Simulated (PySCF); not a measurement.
Dipole response of Cd⁺ (cadmium, charge +1)

[Kr] 4d10 5s1, 2S determinant. All numbers are calculated (PySCF 2.14, the spin-free X2C one-electron Hamiltonian (Gaussian nucleus), in ANO-RCC-VTZP (7s6p4d2f1g, 68 functions)). Coupled (time-dependent) response in atomic units; α is the mean over directions. The basis has no added diffuse functions, which lowers α and C₆.

```
method  mean α (bohr³)  C₆ (like pair)  S(−4)
   UHF           30.99           178.0  814.2
   PBE           21.28           120.5  315.0
  PBE0           22.84           128.8  382.0
PBEsol           21.12           119.8  309.1
```

S(−4) is the Cauchy moment in α(ω) = α(0) + S(−4) ω² + …

α(iu) at UHF:

```
u (hartree)  α(iu) (bohr³)
          0          30.99
     0.0500          29.10
      0.100          24.79
      0.200          16.46
      0.300          11.55
      0.500          7.156
      0.750          4.979
       1.00          3.878
       1.50          2.682
       2.00          1.988
       3.00          1.197
       5.00         0.5488
```

For an ion, C₆ is the dispersion term alone; charge-induced terms of lower order in 1/R come first.
